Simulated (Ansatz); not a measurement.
System: CH5GeO (charge 0, doublet). It need not be the lowest isomer of its formula. 
Geometry from a B3LYP-D3(BJ)/def2-TZVP (Ansatz, a program for electronic structure) optimisation:
```xyz
8

C     -2.0513     0.0176     0.2377
O     -0.8694    -0.5840     0.5121
Ge     0.6611     0.0998    -0.1635
H     -2.0780     1.0898     0.0690
H     -2.9245    -0.5063     0.6010
H      0.6808     1.6046     0.1598
H      1.7623    -0.6773     0.5614
H      0.6675    -0.1386    -1.6819
```
Charge 0, spin multiplicity 2.

Wanted: atomisation energy (electronic, to ground-state atoms), in kJ/mol. Valence correlation only, unless marked. UHF or UKS for open shells. No spin-orbit coupling. Frozen are the shells of the preceding noble gas and the d and f shells that filled before the atom's block. No relativistic terms. The coupled-cluster limit lacks core correlation, which all-electron functionals hold. CBS(X,Y): correlation extrapolated as X^-3; Hartree-Fock from the larger set (for Q and 5 zeta extrapolated as (X+1)exp(-9√X)). The bracket is a focal-point correction in the basis named.

```csv
level,program,atomisation energy (kJ/mol)
HF/STO-3G,Ansatz,2357.6
revPBE-D4/def2-TZVPD,Ansatz + dftd4,2469.9
r2SCAN-D4/def2-TZVPD,Ansatz + dftd4,2519.9
PBE0-D3(BJ)/def2-TZVPD,Ansatz + dftd3,2488.2
PBE0-D4/def2-TZVPD,Ansatz + dftd4,2487.8
PBE0/def2-QZVPP,Ansatz,2479.6
HSE06/def2-TZVPD,Ansatz,2479.9
B2GP-PLYP/def2-TZVPD,Ansatz,2455.7
PBE-QIDH/def2-TZVPD,Ansatz,2460.7
MP2/cc-pVDZ,Ansatz,2294.0
MP2/cc-pVTZ,Ansatz,2443.2
"MP2/CBS(cc-pVQZ,cc-pV5Z)",Ansatz,2518.0
RI-MP2/aug-cc-pVQZ,Ansatz,2496.5
SCS-MP2/aug-cc-pVDZ,Ansatz,2340.6
SCS-MP2/cc-pVDZ,Ansatz,2292.0
SCS-MP2/cc-pVQZ,Ansatz,2497.7
CCSD/6-31G*,Ansatz,2180.1
CCSD/cc-pV5Z,Ansatz,2451.4
CCSD(T)/6-31G,Ansatz,2062.0
"RI-MP2/CBS(aug-cc-pVTZ,aug-cc-pVQZ)+[CCSD(T)-MP2]/aug-cc-pVTZ",Ansatz,2505.0
"CCSD(T)/CBS(cc-pVQZ,cc-pV5Z)",Ansatz,2499.9
```
